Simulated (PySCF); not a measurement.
C4H11O2, charge +1, singlet, geometry from GFN2-xTB; CAMB3LYP/3-21G in PySCF.

Here is a job for PySCF.
```python
from pyscf import gto, scf, dft

mol = gto.Mole()
mol.atom = '''
    C     2.366615   -0.126192    0.247173
    O     1.074800   -0.251997    0.880426
    C     0.109380    0.770365    0.545929
    C    -0.751926    0.194413   -0.613769
    C    -2.179180    0.698704   -0.574043
    O    -0.653411   -1.224189   -0.470852
    H     2.285823   -0.071004   -0.838053
    H     2.948895   -1.001274    0.531272
    H     2.854312    0.767435    0.634333
    H     0.539213   -1.066226    0.438613
    H    -0.497943    0.922021    1.442909
    H     0.602617    1.703614    0.281075
    H    -0.290087    0.431894   -1.578221
    H    -2.749782    0.282204   -1.400278
    H    -2.661313    0.424412    0.362793
    H    -2.194916    1.780675   -0.665195
    H    -1.477263   -1.587996   -0.117583
'''
mol.basis = '3-21g'
mol.charge = 1
mol.spin = 0
mol.verbose = 5
mol.build()

mf = dft.RKS(mol)
mf.xc = 'camb3lyp'
mf.kernel()
```

### Question
Predict the main parts of the log of this PySCF run.

### Answer

```
PySCF version 2.14.0

[INPUT] verbose = 5
[INPUT] max_memory = 4000
[INPUT] num. atoms = 17
[INPUT] num. electrons = 50
[INPUT] charge = 1
[INPUT] spin (= nelec alpha-beta = 2S) = 0
[INPUT] symmetry False subgroup None
[INPUT] Mole.unit = angstrom
[INPUT] Symbol           X                Y                Z      unit          X                Y                Z       unit  Magmom
[...]
[INPUT] ---------------- BASIS SET ----------------
[INPUT] l, kappa, [nprim/nctr], expnt,             c_1 c_2 ...
[INPUT] O
[...]
                                48.4308           0.3515
                                10.4206           0.707658
[...]
                                1.5762            1.22156
[...]
                                1.5762            0.853955
[...]
[INPUT] C
[...]
                                25.9109           0.358794
                                5.53335           0.700713
[...]
                                0.770545          1.21584
[...]
                                0.770545          0.860619
[...]
[INPUT] H
[...]
                                0.824547          0.904691
[...]
nuclear repulsion = 278.11140239314
number of shells = 52
number of NR pGTOs = 123
number of NR cGTOs = 76
basis = 3-21g
ecp = {}

******** <class 'pyscf.dft.rks.RKS'> ********
method = RKS
initial guess = minao
damping factor = 0
level_shift factor = 0
DIIS = <class 'pyscf.scf.diis.CDIIS'>
diis_start_cycle = 1
diis_space = 8
diis_damp = 0
SCF conv_tol = 1e-09
SCF conv_tol_grad = None
SCF max_cycles = 50
direct_scf = True
direct_scf_tol = 1e-13
XC library pyscf.dft.libxc version 7.1.2
    S. Lehtola, C. Steigemann, M. J. T. Oliveira, and M. A. L. Marques,  SoftwareX 7, 1–5 (2018)
XC functionals = camb3lyp
    T. Yanai, D. P. Tew, and N. C. Handy,  Chem. Phys. Lett. 393, 51 (2004)
radial grids:
    Treutler-Ahlrichs [JCP 102, 346 (1995); DOI:10.1063/1.469408] (M4) radial grids

becke partition: Becke, JCP 88, 2547 (1988); DOI:10.1063/1.454033
pruning grids: <function nwchem_prune>
grids dens level: 3
symmetrized grids: False
atomic radii adjust function: <function treutler_atomic_radii_adjust>
small_rho_cutoff = 0
Set gradient conv threshold to 3.16228e-05
Initial guess from minao.
atom C rad-grids = 75, ang-grids = [ 50  50  50  50  50  50  50  50  50  50  50  50  50  50  50  50  50  50
  50  50  50  50  86  86  86  86  86  86  86  86  86  86 266 266 266 266
 266 266 302 302 302 302 302 302 302 302 302 302 302 302 302 302 302 302
 302 302 302 302 266 266 266 266 266 266 266 266 266 266 266 266 266 266
 266 266 266]
atom O rad-grids = 75, ang-grids = [ 50  50  50  50  50  50  50  50  50  50  50  50  50  50  50  50  50  50
  50  50  50  50  50  86  86  86  86  86  86  86  86  86 266 266 266 266
 266 266 266 302 302 302 302 302 302 302 302 302 302 302 302 302 302 302
 302 302 302 302 302 266 266 266 266 266 266 266 266 266 266 266 266 266
 266 266 266]
atom H rad-grids = 50, ang-grids = [ 50  50  50  50  50  50  50  50  50  50  50  50  50  50  50  86  86  86
  86 266 266 266 266 266 302 302 302 302 302 302 302 302 302 302 302 302
 302 266 266 266 266 266 266 266 266 266 266 266 266 266]
tot_boxes 3528, boxes in each direction [16 12 12]
Padding 4 grids
tot grids = 192528
nelec by numeric integration = 50.911091762020426
E1 = -964.5617635949268  E2 = 378.16973274403523  Ecoul = 420.8757204251029  Exc = -42.70598768106766
init E= -308.280628457752
cond(S) = 421.3863013803271
[...]
  mo_energy =
[-19.32123329 -19.31810254 -10.2932669  -10.28980372 -10.28380803
 -10.28054362  -1.45084676  -1.32168034  -1.0772729   -0.97639873
  -0.87847668  -0.78992425  -0.68026227  -0.61833927  -0.60223592
  -0.5721773   -0.55679407  -0.50380238  -0.46407885  -0.44655779
  -0.43527671  -0.42530004  -0.39394972  -0.38392907  -0.33963228
   0.03059021   0.08312762   0.10880625   0.12320529   0.13243415
   0.14140098   0.16320366   0.16853007   0.17405211   0.17788541
   0.19184399   0.20127481   0.21885522   0.22659763   0.26874897
   0.28527717   0.64773196   0.66849851   0.69853056   0.71526286
   0.7276744    0.74678601   0.77520872   0.77850605   0.82368276
   0.86467602   0.92332249   0.94364799   0.9959619    1.00918564
   1.02538629   1.03218833   1.05790138   1.06837313   1.09037901
   1.09947867   1.11741981   1.14311615   1.24827102   1.49623102
   1.53710109   1.59818621   1.6467298    1.72724581   1.7783273
   1.83144151   1.95554796   1.9843014    2.26947743   3.09352056
   3.14700664]
nelec by numeric integration = 50.00002388183587
E1 = -957.5301474675678  E2 = 372.11133440597627  Ecoul = 414.6447648428915  Exc = -42.53343043691523
cycle= 1 E= -307.307410668452  delta_E= 0.973  |g|= 0.555  |ddm|=  3.5
[...]
  mo_energy =
[-1.93906832e+01 -1.90974894e+01 -1.05778834e+01 -1.05721626e+01
 -1.05207890e+01 -1.03124568e+01 -1.45303494e+00 -1.28569718e+00
 -1.10477328e+00 -1.03581149e+00 -9.75293104e-01 -9.16687951e-01
 -8.59713890e-01 -8.18370672e-01 -7.96175510e-01 -7.58577103e-01
 -7.30661834e-01 -7.17394471e-01 -6.86624017e-01 -6.74769209e-01
 -6.27666804e-01 -6.22476307e-01 -6.02222613e-01 -5.56172770e-01
 -4.98344541e-01 -1.02309281e-01 -3.39442323e-02 -2.43022093e-02
 -6.33619376e-03  3.61491899e-04  9.03918337e-03  1.36233040e-02
  4.78682483e-02  5.06872180e-02  6.32040631e-02  7.32688167e-02
  7.91654825e-02  9.72196282e-02  1.11950277e-01  1.36839286e-01
  1.67049406e-01  4.61735458e-01  4.87058657e-01  5.27246199e-01
  5.61088821e-01  5.68844190e-01  5.89140540e-01  6.28296733e-01
  6.51446286e-01  6.76851444e-01  7.00473312e-01  7.62698325e-01
  7.97659852e-01  8.31857723e-01  8.44102853e-01  8.84311340e-01
  9.03650499e-01  9.14395837e-01  9.46408455e-01  9.62807683e-01
  9.78020787e-01  1.00270330e+00  1.02348529e+00  1.10037805e+00
  1.38395858e+00  1.44939626e+00  1.53127215e+00  1.54860295e+00
  1.59718640e+00  1.71109541e+00  1.73967093e+00  1.83642057e+00
  1.84614845e+00  2.10427516e+00  2.98419641e+00  3.06551173e+00]
nelec by numeric integration = 50.00002094335964
[...]
[...]
  mo_energy =
[-1.94281261e+01 -1.93407977e+01 -1.04609205e+01 -1.04532791e+01
 -1.04466875e+01 -1.03596965e+01 -1.42989654e+00 -1.33274587e+00
 -1.06932897e+00 -1.01268819e+00 -9.52406426e-01 -9.08936668e-01
 -8.39482336e-01 -7.93280285e-01 -7.76891036e-01 -7.42483188e-01
 -7.34873136e-01 -6.97826723e-01 -6.62261926e-01 -6.60263513e-01
 -6.26156826e-01 -6.17467578e-01 -6.00248894e-01 -5.92698638e-01
 -5.51090447e-01 -7.92715664e-02 -2.21296839e-02 -8.26672325e-03
  1.33622239e-02  1.91439697e-02  2.37112238e-02  3.72413569e-02
  5.83596656e-02  6.89703141e-02  7.55905006e-02  8.40573454e-02
  8.77765355e-02  1.11507414e-01  1.13923092e-01  1.52816295e-01
  1.75650400e-01  5.00049479e-01  5.22004079e-01  5.58459443e-01
  5.90130758e-01  5.93819241e-01  6.20316192e-01  6.46818401e-01
  6.57539574e-01  6.89924732e-01  7.25741497e-01  7.84559388e-01
  8.22722005e-01  8.62703178e-01  8.69105749e-01  9.02487857e-01
  9.08684454e-01  9.39982383e-01  9.48843149e-01  9.73127465e-01
  9.82075903e-01  1.00511042e+00  1.02727006e+00  1.11634747e+00
  1.39408719e+00  1.43518053e+00  1.48932649e+00  1.53350099e+00
  1.60788510e+00  1.66374992e+00  1.71926766e+00  1.82898252e+00
  1.85648524e+00  2.12985399e+00  2.99432021e+00  3.00649936e+00]
nelec by numeric integration = 50.0000195159616
E1 = -957.7940609924001  E2 = 372.30895158599935  Ecoul = 414.76331114391724  Exc = -42.45435955791786
cycle= 8 E= -307.373707013261  delta_E= -2.5e-08  |g|= 9.23e-05  |ddm|= 0.000562
[...]
  mo_energy =
[-1.94281302e+01 -1.93408030e+01 -1.04609398e+01 -1.04532908e+01
 -1.04467408e+01 -1.03597576e+01 -1.42989989e+00 -1.33274731e+00
 -1.06933975e+00 -1.01270418e+00 -9.52418732e-01 -9.08942921e-01
 -8.39490179e-01 -7.93289630e-01 -7.76899283e-01 -7.42490815e-01
 -7.34881278e-01 -6.97838341e-01 -6.62273231e-01 -6.60277256e-01
 -6.26172553e-01 -6.17480784e-01 -6.00260222e-01 -5.92706031e-01
 -5.51095280e-01 -7.92779237e-02 -2.21344489e-02 -8.27043405e-03
  1.33542197e-02  1.91380106e-02  2.37066403e-02  3.72346129e-02
  5.83508635e-02  6.89616938e-02  7.55827244e-02  8.40477928e-02
  8.77705946e-02  1.11499496e-01  1.13915345e-01  1.52807522e-01
  1.75640708e-01  5.00038764e-01  5.21992718e-01  5.58447305e-01
  5.90120395e-01  5.93807362e-01  6.20305161e-01  6.46804265e-01
  6.57528089e-01  6.89912210e-01  7.25732349e-01  7.84552652e-01
  8.22711320e-01  8.62695013e-01  8.69098832e-01  9.02476463e-01
  9.08674414e-01  9.39974836e-01  9.48833715e-01  9.73117200e-01
  9.82065429e-01  1.00510166e+00  1.02725872e+00  1.11633964e+00
  1.39407950e+00  1.43517772e+00  1.48932054e+00  1.53349749e+00
  1.60787432e+00  1.66374685e+00  1.71926102e+00  1.82897595e+00
  1.85647441e+00  2.12984641e+00  2.99431753e+00  3.00649716e+00]
nelec by numeric integration = 50.00001951507178
E1 = -957.7945159895544  E2 = 372.3094065803805  Ecoul = 414.76380389427123  Exc = -42.45439731389077
cycle= 9 E= -307.373707016034  delta_E= -2.77e-09  |g|= 2.1e-05  |ddm|= 0.000133
[...]
  mo_energy =
[-1.94281274e+01 -1.93408013e+01 -1.04609362e+01 -1.04532873e+01
 -1.04467296e+01 -1.03597485e+01 -1.42989750e+00 -1.33274674e+00
 -1.06933689e+00 -1.01270096e+00 -9.52415683e-01 -9.08941582e-01
 -8.39488490e-01 -7.93286874e-01 -7.76897327e-01 -7.42488954e-01
 -7.34879341e-01 -6.97835416e-01 -6.62270479e-01 -6.60274082e-01
 -6.26170806e-01 -6.17478076e-01 -6.00258326e-01 -5.92704808e-01
 -5.51094686e-01 -7.92760311e-02 -2.21333303e-02 -8.26798348e-03
  1.33566863e-02  1.91392306e-02  2.37075083e-02  3.72375409e-02
  5.83524953e-02  6.89632258e-02  7.55840288e-02  8.40500878e-02
  8.77721180e-02  1.11502190e-01  1.13917304e-01  1.52809320e-01
  1.75642738e-01  5.00041846e-01  5.21995714e-01  5.58450329e-01
  5.90122805e-01  5.93810143e-01  6.20307921e-01  6.46807030e-01
  6.57530225e-01  6.89914435e-01  7.25734475e-01  7.84553537e-01
  8.22713553e-01  8.62696783e-01  8.69102350e-01  9.02478197e-01
  9.08677060e-01  9.39976103e-01  9.48835202e-01  9.73120646e-01
  9.82068079e-01  1.00510310e+00  1.02725945e+00  1.11634243e+00
  1.39408120e+00  1.43517823e+00  1.48932175e+00  1.53349821e+00
  1.60787703e+00  1.66374751e+00  1.71926210e+00  1.82897779e+00
  1.85647633e+00  2.12984888e+00  2.99431876e+00  3.00649848e+00]
nelec by numeric integration = 50.000019514617094
E1 = -957.7944371405182  E2 = 372.30932773113454  Ecoul = 414.7637178339214  Exc = -42.45439010278686
cycle= 10 E= -307.373707016244  delta_E= -2.1e-10  |g|= 2.97e-06  |ddm|= 4.83e-05
[...]
  mo_energy =
[-1.94281264e+01 -1.93408001e+01 -1.04609356e+01 -1.04532871e+01
 -1.04467313e+01 -1.03597483e+01 -1.42989709e+00 -1.33274606e+00
 -1.06933685e+00 -1.01270105e+00 -9.52415733e-01 -9.08941310e-01
 -8.39488358e-01 -7.93286851e-01 -7.76897223e-01 -7.42488749e-01
 -7.34879239e-01 -6.97835580e-01 -6.62270522e-01 -6.60274276e-01
 -6.26170447e-01 -6.17477924e-01 -6.00258104e-01 -5.92704528e-01
 -5.51094389e-01 -7.92759508e-02 -2.21330712e-02 -8.26826296e-03
  1.33564973e-02  1.91394124e-02  2.37076106e-02  3.72371465e-02
  5.83525110e-02  6.89633733e-02  7.55841469e-02  8.40501283e-02
  8.77721289e-02  1.11502025e-01  1.13917331e-01  1.52809613e-01
  1.75642915e-01  5.00041679e-01  5.21995456e-01  5.58449962e-01
  5.90122868e-01  5.93809987e-01  6.20307890e-01  6.46807086e-01
  6.57530338e-01  6.89914546e-01  7.25734504e-01  7.84553619e-01
  8.22713655e-01  8.62696760e-01  8.69102039e-01  9.02478358e-01
  9.08676952e-01  9.39976206e-01  9.48835322e-01  9.73120493e-01
  9.82067957e-01  1.00510321e+00  1.02725986e+00  1.11634223e+00
  1.39408138e+00  1.43517866e+00  1.48932205e+00  1.53349858e+00
  1.60787688e+00  1.66374788e+00  1.71926251e+00  1.82897788e+00
  1.85647660e+00  2.12984891e+00  2.99431927e+00  3.00649901e+00]
nelec by numeric integration = 50.0000195145513
E1 = -957.7944309735371  E2 = 372.30932156414883  Ecoul = 414.7637109779443  Exc = -42.45438941379544
Extra cycle  E= -307.373707016249  delta_E= -4.66e-12  |g|= 1.88e-06  |ddm|= 8.13e-06
converged SCF energy = -307.373707016249
```
